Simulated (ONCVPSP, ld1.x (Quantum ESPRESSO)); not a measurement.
Pseudopotentials across the periodic table

Generated with ld1.x 7.5 (TM, RRKJ, ultrasoft, PAW), atompaw 4.2 or ONCVPSP 4.0.1. The cutoff is in Ry: for ld1.x and atompaw files where the sum of valence levels is converged to 10 mRy in a Bessel basis, for ONCV files where the hardest occupied wave has 1 mHa per electron of residual kinetic energy. The error is the largest all-electron minus pseudo excitation energy over each file’s own four to seven test configurations (ionisations up to +4, promotions, holes and added fractions of an electron), all of which were solved. The labels leave out finer settings (local radius, basis sizes, second energies), which also bear on the numbers. Spin-polarised tests are not counted. The rows are a selection from randomly drawn settings: files with unsolved tests, undetermined cutoffs or missed reference levels are left out.

A true bound ghost makes a file unfit for plane-wave use even where its test errors are small: the radial tests pick states by their node count and pass the ghost by.

```csv
element,potential,cutoff (Ry),largest error (meV),bound ghosts
C,"ONCV, PBE, scalar-relativistic, rc 1.35/2.95 (sp), local smoothed, core correction yes, reference 2s2 2p2, qcut 4.7/5.3, projectors 2/2",47,+1361,none
Cr,"ONCV, PBEsol, scalar-relativistic, rc 1.18/1.94/1.86 (spd), local smoothed, core correction no, reference 3s2 3p6 3d5 4p1, qcut 5.4/8.8/10.7, projectors 3/2/1",172,+10,none
Cr,"ONCV, PBE, scalar-relativistic, rc 1.00/0.95/1.15 (spd), local smoothed, core correction yes, reference 3s2 3p6 3d5, qcut 6.5/7.4/15.1, projectors 1/2/2",228,+266,none
Mn,"ONCV, PBE, scalar-relativistic, rc 1.40/0.95/1.80 (spd), local smoothed, core correction no, reference 3s2 3p6 3d5 4s1.75, qcut 8.1/9.8/8.5, projectors 2/3/2",60,+3.8,none
Ru,"ONCV, PBEsol, scalar-relativistic, rc 1.40/1.85/2.05 (spd), local smoothed, core correction yes, reference 4s2 4p6 4d7 5s0.5, qcut 6.6/6.2/9.1, projectors 2/3/2",46,-80,none
Ta,"ONCV, Wu-Cohen, scalar-relativistic, rc 1.65/1.45/2.60 (spd), local smoothed, core correction yes, reference 5s2 5p6 5d3 6s0.5, qcut 8.7/6.4/5.9, projectors 2/2/1",50,+12,none
Tl,"ONCV, PBEsol, non-relativistic, rc 3.10/3.10 (sp), local p, core correction yes, reference 6s2 6p1, qcut 2.5/3.9, projectors 1/0",8,-229,none
Pb,"ONCV, PBEsol, scalar-relativistic, rc 1.65/2.25/2.05 (spd), local smoothed, core correction no, reference 5d10 6s2 6p0.5, qcut 3.4/3.9/7.1, projectors 2/2/2",105,-145,s
```

Task: Fill in the row for Ba: ONCV, PBEsol, fully relativistic, rc 2.20/1.85/2.15 (spd), local smoothed, core correction no, reference 5s2 5p6 6s1, qcut 5.4/4.4/4, projectors 2/2/3.

Result: cutoff 37 Ry, largest error +0.3 meV, bound ghosts: none.

Task: Fill in the row for Pb: TM, LDA (PZ), scalar-relativistic, rc 1.70/2.25/1.50/1.85 (spdf), local s, core correction yes, reference 5d10 6s2 6p2.

Result: cutoff 55 Ry, largest error -160 meV, bound ghosts: none.
